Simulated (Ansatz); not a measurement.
Gas-phase electronic energies from Ansatz, PBE0-D4/def2-TZVP geometries. CBS: MP2 limit from def2 TZ/QZ plus the TZ coupled-cluster correction, frozen cores. This one scheme is used for every species. Functionals use def2-TZVPP. Each species was taken in one conformer, which may not be the lowest.

Consider the ligand exchange at the Si–S bond: `N[SiH2]S[SiH](N)Cl` + `N[SiH3]` → `N[SiH](Cl)N[SiH3]` + `N[SiH2]S`.

**Question.** Is it downhill or uphill in electronic energy at CCSD(T)/CBS, and by how much? (Estimate.)

**Answer.** Computed: Downhill: ΔE = -0.03 eV.

**Question.** What do these levels give: PBE-D4, r2SCAN-D4, PBE0-D4, ωB97X-V, PBE, MP2/def2-TZVPP, SCS-MP2/def2-TZVPP, MP2/def2-QZVPP, SCS-MP2/def2-QZVPP, HF/CBS(def2), MP2/CBS(def2), CCSD/CBS(def2)? (An estimate is asked.)

**Answer.** Ansatz gave: PBE-D4 0.10, r2SCAN-D4 0.03, PBE0-D4 0.07, ωB97X-V -0.02, PBE 0.04, MP2/def2-TZVPP 0.01, SCS-MP2/def2-TZVPP -0.05, MP2/def2-QZVPP 0.01, SCS-MP2/def2-QZVPP -0.05, HF/CBS(def2) -0.24, MP2/CBS(def2) 0.02, CCSD/CBS(def2) -0.07 eV.

Largest T1 diagnostic among the species: 0.011.

In def2-TZVPP, CCSD(T) changes the Hartree–Fock value by +0.16 eV (the triples alone add +0.04 eV) and MP2 by +0.22 eV. The D4 term adds +0.10 eV with B3LYP and +0.06 eV with PBE0; it sums over pairs of atoms, weighted by their polarisabilities, and B3LYP, whose exchange is more repulsive, gets the larger term.

B3LYP here is the variant with VWN-RPA as its local correlation; programs differ in this.
